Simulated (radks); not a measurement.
Excited configurations of the thulium ion Tm+: one electron is placed in a higher orbital outside [Xe] 4f13. The ground configuration is [Xe] 4f13 6s1. Calculated with a radial shooting solver on a logarithmic mesh with Libxc functionals: scalar-relativistic Kohn-Sham, PBE, spin-unpolarised, spherical densities, finite nucleus; Fermi nuclear charge, rms radius 5.2256 fm. Excitation = E - E(ground); binding = E(ion) - E, where the ion is the core of charge +2; n* = 2/sqrt(2 binding) in atomic units, and the quantum defect is n - n*.

[
 {"outer orbital": "5d", "excitation (eV)": "2.737", "binding (eV)": "9.360", "n*": "2.411", "quantum defect": "2.589", "eigenvalue (eV)": "-5.665", "<r> (bohr)": "2.994"},
 {"outer orbital": "6p", "excitation (eV)": "3.699", "binding (eV)": "8.398", "n*": "2.546", "quantum defect": "3.454", "eigenvalue (eV)": "-6.271", "<r> (bohr)": "4.638"},
 {"outer orbital": "6d", "excitation (eV)": "7.388", "binding (eV)": "4.709", "n*": "3.400", "quantum defect": "2.600", "eigenvalue (eV)": "-3.525", "<r> (bohr)": "7.510"},
 {"outer orbital": "6f", "excitation (eV)": "9.747", "binding (eV)": "2.350", "n*": "4.813", "quantum defect": "1.187", "eigenvalue (eV)": "-1.788", "<r> (bohr)": "14.92"},
 {"outer orbital": "7s", "excitation (eV)": "6.407", "binding (eV)": "5.690", "n*": "3.093", "quantum defect": "3.907", "eigenvalue (eV)": "-4.501", "<r> (bohr)": "7.461"},
 {"outer orbital": "7d", "excitation (eV)": "9.195", "binding (eV)": "2.902", "n*": "4.330", "quantum defect": "2.670", "eigenvalue (eV)": "-2.266", "<r> (bohr)": "13.18"},
 {"outer orbital": "7f", "excitation (eV)": "10.420", "binding (eV)": "1.677", "n*": "5.697", "quantum defect": "1.303", "eigenvalue (eV)": "-1.318", "<r> (bohr)": "22.45"}
]

The Delta-SCF ionisation energy is 12.097 eV (NIST Atomic Spectra Database: 12.07 eV, semi-empirical). Self-interaction in the functional shifts the binding energies and quantum defects, so they are the method's values and not measured ones. Spin polarisation and multiplet splitting are left out, so open shells lie too high by an amount that depends on their filling. Spin-orbit splitting is averaged out at the scalar-relativistic level.

Beside tabulated values, note that spin-unpolarised runs miss the spin-polarisation part of the exchange energy of open shells.
